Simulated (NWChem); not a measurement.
# SiNH₃F₂; SMILES N[SiH](F)F

```xyz
7

Si     0.0146    -0.0114     0.3352
N      0.2430     1.5661    -0.2352
F     -1.4037    -0.5636    -0.1996
F      1.0815    -1.0840    -0.2370
H      0.0828    -0.0428     1.8084
H      0.1194     1.8278    -1.2060
H      0.7934     2.2402     0.2815
```
Atoms are numbered in this order, from 1.

Results from NWChem. Coordinates come from a PBE0/def2-SVP optimisation. Total energies of different functionals are on different scales.

```csv
level,energy (Ha),highest occupied level (eV),orbital gap (eV),dipole (D)
B3LYP/def2-SVP,-545.6146,-7.84,8.83,2.80
PBE/def2-SVP,-545.1835,-6.52,7.00,2.72
B97-D/def2-SVP,-545.4528,-6.54,7.13,2.73
MPW1K/def2-SVP,-545.5233,-9.40,11.37,2.93
OLYP/def2-SVP,-545.5143,-6.41,6.77,2.71
PW91/def2-SVP,-545.4976,-6.58,6.90,2.72
revPBE/def2-SVP,-545.4401,-6.48,7.00,2.70
```
